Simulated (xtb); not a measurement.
xtb input (GFN2-xTB):

```bash
xtb mol.xyz --gfn 2 --sp --chrg 0 --uhf 0
```
mol.xyz:
```
21

C     -2.46931401    -0.93688637    -0.79973890
C     -1.38084443     0.12451747    -0.63550038
C     -1.94542847     1.36955587     0.05017058
C     -0.17665218    -0.45989628     0.11242050
C      1.04738701     0.46165148     0.17967188
C      2.20524609    -0.17874066     0.87964413
C      3.38719343    -0.43313138     0.33317171
H     -2.08933117    -1.81834548    -1.32027902
H     -3.31777790    -0.54946697    -1.36751137
H     -2.84287559    -1.26114479     0.17570416
H     -1.03966899     0.41484799    -1.63679786
H     -2.26376591     1.13538832     1.07029129
H     -1.21412534     2.17662995     0.10514951
H     -2.81519613     1.74987224    -0.48932033
H     -0.48570309    -0.72809738     1.12965431
H      0.12192312    -1.39424045    -0.37188074
H      1.34431436     0.75228001    -0.83241221
H      0.77935471     1.38219091     0.70774236
H      2.03212318    -0.46320989     1.91530737
H      3.60247849    -0.16995908    -0.69672395
H      4.18272587    -0.90916597     0.89203942
```

Output:

```
           -------------------------------------------------
          |                Calculation Setup                |
           -------------------------------------------------

           -------------------------------------------------
          |                 G F N 2 - x T B                 |
           -------------------------------------------------

        Reference                      10.1021/acs.jctc.8b01176
      * Hamiltonian:
        H0-scaling (s, p, d)           1.850000    2.230000    2.230000
        zeta-weighting                 0.500000
      * Dispersion:
        s8                             2.700000
        a1                             0.520000
        a2                             5.000000
        s9                             5.000000
      * Repulsion:
        kExp                           1.500000    1.000000
        rExp                           1.000000
      * Coulomb:
        alpha                          2.000000
        third order                    shell-resolved
        anisotropic                    true
        a3                             3.000000
        a5                             4.000000
        cn-shift                       1.200000
        cn-exp                         4.000000
        max-rad                        5.000000

          ...................................................
          :                      SETUP                      :
          :.................................................:
          :  # basis functions                  42          :
          :  # atomic orbitals                  42          :
          :  # shells                           28          :
          :  # electrons                        42          :
          :  max. iterations                   250          :
          :  Hamiltonian                  GFN2-xTB          :
          :  restarted?                      false          :
          :  GBSA solvation                  false          :
          :  PC potential                    false          :
          :  electronic temp.          300.0000000     K    :
          :  accuracy                    1.0000000          :
          :  -> integral cutoff          0.2500000E+02      :
          :  -> integral neglect         0.1000000E-07      :
          :  -> SCF convergence          0.1000000E-05 Eh   :
          :  -> wf. convergence          0.1000000E-03 e    :
          :  Broyden damping             0.4000000          :
          :  net charge                          0          :
          :  unpaired electrons                  0          :
          ...................................................

 iter      E             dE          RMSdq      gap      omega  full diag
   1    -22.4018015 -0.224018E+02  0.310E+00    5.41       0.0  T
   2    -22.4503284 -0.485269E-01  0.178E+00    5.35       1.0  T
   3    -22.4491161  0.121229E-02  0.901E-01    5.33       1.0  T
   4    -22.4493845 -0.268397E-03  0.543E-01    5.29       1.0  T
   5    -22.4532097 -0.382522E-02  0.758E-02    5.30       1.0  T
   6    -22.4532357 -0.259622E-04  0.386E-02    5.30       1.0  T
   7    -22.4532370 -0.134012E-05  0.103E-02    5.30       2.1  T
   8    -22.4532372 -0.208584E-06  0.130E-03    5.30      16.8  T
   9    -22.4532372 -0.345905E-08  0.634E-04    5.30      34.4  T
  10    -22.4532372 -0.500176E-09  0.120E-04    5.30     182.2  T

   *** convergence criteria satisfied after 10 iterations ***

         #    Occupation            Energy/Eh            Energy/eV
      -------------------------------------------------------------
         1        2.0000           -0.6257152             -17.0266
       ...           ...                  ...                  ...
        15        2.0000           -0.4501673             -12.2497
        16        2.0000           -0.4423609             -12.0373
        17        2.0000           -0.4343675             -11.8197
        18        2.0000           -0.4270307             -11.6201
        19        2.0000           -0.4199829             -11.4283
        20        2.0000           -0.4181025             -11.3771
        21        2.0000           -0.3941908             -10.7265 (HOMO)
        22                         -0.1994825              -5.4282 (LUMO)
        23                          0.0621919               1.6923
        24                          0.0917952               2.4979
        25                          0.1016620               2.7664
        26                          0.1194805               3.2512
       ...                                ...                  ...
        42                          0.6066496              16.5078
      -------------------------------------------------------------
                  HL-Gap            0.1947082 Eh            5.2983 eV
             Fermi-level           -0.2968366 Eh           -8.0773 eV

 SCC (total)                   0 d,  0 h,  0 min,  0.009 sec
 SCC setup                      ...        0 min,  0.000 sec (  0.979%)
 Dispersion                     ...        0 min,  0.000 sec (  1.264%)
 classical contributions        ...        0 min,  0.000 sec (  0.352%)
 integral evaluation            ...        0 min,  0.001 sec ( 14.124%)
 iterations                     ...        0 min,  0.004 sec ( 47.063%)
 molecular gradient             ...        0 min,  0.003 sec ( 35.113%)
 printout                       ...        0 min,  0.000 sec (  0.953%)

         :::::::::::::::::::::::::::::::::::::::::::::::::::::
         ::                     SUMMARY                     ::
         :::::::::::::::::::::::::::::::::::::::::::::::::::::
         :: total energy             -22.100024070457 Eh    ::
         :: gradient norm              0.018418806749 Eh/a0 ::
         :: HOMO-LUMO gap              5.298280816136 eV    ::
         ::.................................................::
         :: SCC energy               -22.453221690227 Eh    ::
         :: -> isotropic ES            0.004073786850 Eh    ::
         :: -> anisotropic ES          0.007003920430 Eh    ::
         :: -> anisotropic XC          0.015905939180 Eh    ::
         :: -> dispersion             -0.012569506666 Eh    ::
         :: repulsion energy           0.353197619770 Eh    ::
         :: add. restraining           0.000000000000 Eh    ::
         :: total charge              -0.000000000000 e     ::
         :::::::::::::::::::::::::::::::::::::::::::::::::::::

           -------------------------------------------------
          |                Property Printout                |
           -------------------------------------------------

    * Orbital Energies and Occupations

         #    Occupation            Energy/Eh            Energy/eV
      -------------------------------------------------------------
         1        2.0000           -0.6257152             -17.0266
       ...           ...                  ...                  ...
         9        2.0000           -0.5065389             -13.7836
        10        2.0000           -0.4980916             -13.5538
        11        2.0000           -0.4830727             -13.1451
        12        2.0000           -0.4800271             -13.0622
        13        2.0000           -0.4626473             -12.5893
        14        2.0000           -0.4609511             -12.5431
        15        2.0000           -0.4501673             -12.2497
        16        2.0000           -0.4423609             -12.0373
        17        2.0000           -0.4343675             -11.8197
        18        2.0000           -0.4270307             -11.6201
        19        2.0000           -0.4199829             -11.4283
        20        2.0000           -0.4181025             -11.3771
        21        2.0000           -0.3941908             -10.7265 (HOMO)
        22                         -0.1994825              -5.4282 (LUMO)
        23                          0.0621919               1.6923
        24                          0.0917952               2.4979
        25                          0.1016620               2.7664
        26                          0.1194805               3.2512
        27                          0.1324189               3.6033
        28                          0.1434435               3.9033
        29                          0.1468230               3.9953
        30                          0.1703442               4.6353
        31                          0.1859343               5.0595
        32                          0.1952178               5.3121
       ...                                ...                  ...
        42                          0.6066496              16.5078
      -------------------------------------------------------------
                  HL-Gap            0.1947082 Eh            5.2983 eV
             Fermi-level           -0.2968366 Eh           -8.0773 eV

     #   Z          covCN         q      C6AA      α(0)
     1   6 C        3.754    -0.104    22.550     6.771
     2   6 C        3.848    -0.009    20.696     6.471
     3   6 C        3.753    -0.103    22.536     6.770
     4   6 C        3.804    -0.058    21.617     6.619
     5   6 C        3.804    -0.057    21.595     6.616
     6   6 C        2.886    -0.028    28.690     8.781
     7   6 C        2.835    -0.095    30.380     9.032
     8   1 H        0.924     0.032     2.565     2.505
     9   1 H        0.924     0.034     2.531     2.488
    10   1 H        0.924     0.033     2.540     2.492
    11   1 H        0.924     0.027     2.627     2.535
    12   1 H        0.924     0.033     2.544     2.494
    13   1 H        0.924     0.033     2.547     2.496
    14   1 H        0.924     0.032     2.552     2.498
    15   1 H        0.924     0.031     2.567     2.506
    16   1 H        0.924     0.030     2.580     2.512
    17   1 H        0.924     0.034     2.527     2.486
    18   1 H        0.924     0.040     2.452     2.449
    19   1 H        0.925     0.028     2.610     2.526
    20   1 H        0.925     0.033     2.540     2.492
    21   1 H        0.925     0.032     2.555     2.500

 Mol. C6AA /au·bohr⁶  :       3190.934128
 Mol. C8AA /au·bohr⁸  :      68294.793885
 Mol. α(0) /au        :         86.038034

Wiberg/Mayer (AO) data.
largest (>0.10) Wiberg bond orders for each atom

 ---------------------------------------------------------------------------
     #   Z sym  total        # sym  WBO       # sym  WBO       # sym  WBO
 ---------------------------------------------------------------------------
     1   6 C    3.995 --     2 C    1.008    10 H    0.987     8 H    0.987
                             9 H    0.986
     2   6 C    3.996 --     3 C    1.010     1 C    1.008     4 C    0.995
                            11 H    0.969
     3   6 C    3.996 --     2 C    1.010    12 H    0.987    14 H    0.986
                            13 H    0.984
     4   6 C    3.996 --     2 C    0.995     5 C    0.991    16 H    0.977
                            15 H    0.977
     5   6 C    3.997 --     6 C    1.027     4 C    0.991    17 H    0.975
                            18 H    0.959
     6   6 C    3.990 --     7 C    1.976     5 C    1.027    19 H    0.967
     7   6 C    3.989 --     6 C    1.976    21 H    0.978    20 H    0.976
     8   1 H    0.999 --     1 C    0.987
     9   1 H    0.998 --     1 C    0.986
    10   1 H    0.999 --     1 C    0.987
    11   1 H    0.999 --     2 C    0.969
    12   1 H    0.999 --     3 C    0.987
    13   1 H    0.999 --     3 C    0.984
    14   1 H    0.999 --     3 C    0.986
    15   1 H    0.999 --     4 C    0.977
    16   1 H    0.999 --     4 C    0.977
    17   1 H    0.999 --     5 C    0.975
    18   1 H    0.998 --     5 C    0.959
    19   1 H    0.999 --     6 C    0.967
    20   1 H    0.999 --     7 C    0.976
Note: The following floating-point exceptions are signalling: IEEE_UNDERFLOW_FLAG IEEE_DENORMAL
normal termination of xtb
    21   1 H    0.998 --     7 C    0.978
 ---------------------------------------------------------------------------

Topologies differ in total number of bonds
Writing topology from bond orders to xtbtopo.mol

molecular dipole:
                 x           y           z       tot (Debye)
 q only:       -0.173       0.053      -0.018
   full:       -0.185       0.050      -0.004       0.488
molecular quadrupole (traceless):
                xx          xy          yy          xz          yz          zz
 q only:       -0.706       0.136       0.296      -0.164      -0.069       0.410
  q+dip:       -0.902      -0.729      -1.065      -1.030      -0.829       1.967
   full:       -0.985      -0.209      -0.228      -0.514      -0.417       1.213

           -------------------------------------------------
          | TOTAL ENERGY              -22.100024070457 Eh   |
          | GRADIENT NORM               0.018418806749 Eh/α |
          | HOMO-LUMO GAP               5.298280816136 eV   |
           -------------------------------------------------

------------------------------------------------------------------------
------------------------------------------------------------------------
 total:
 SCF:
```
